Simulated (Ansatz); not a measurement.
Mulliken charges of `F/C=C/C(F)=C\F` from r2SCAN/def2-TZVPP in Ansatz (PBE0-D4/def2-TZVP geometry).

```tsv
atom	x (Å)	y (Å)	z (Å)	charge (e)
F1	-2.256	1.754	0.733	-0.184
C2	-1.624	0.751	0.130	0.137
C3	-0.330	0.536	0.327	-0.153
C4	0.380	-0.538	-0.311	0.194
F5	-0.341	-1.325	-1.127	-0.210
C6	1.671	-0.830	-0.174	0.087
F7	2.453	-0.096	0.619	-0.195
H8	-2.272	0.165	-0.510	0.108
H9	0.234	1.182	0.989	0.102
H10	2.168	-1.650	-0.673	0.112
```

Problem. By hand: the dipole of these point charges (1 e Å = 4.8032 D).

Solution. Σ q r = (0.077, -0.228, -0.156) e Å, of length 0.287 e Å = 1.38 D.

Problem. How does the dipole of the full density compare? (Estimate.)

Solution. Computed: (0.036, -0.128, -0.090) e Å, 0.77 D; the point charges give 1.79 times that, at 3° from its direction.

Point charges leave out the atoms' own dipoles, such as those of lone pairs, and Mulliken's split depends on the basis, so the two needn't agree.
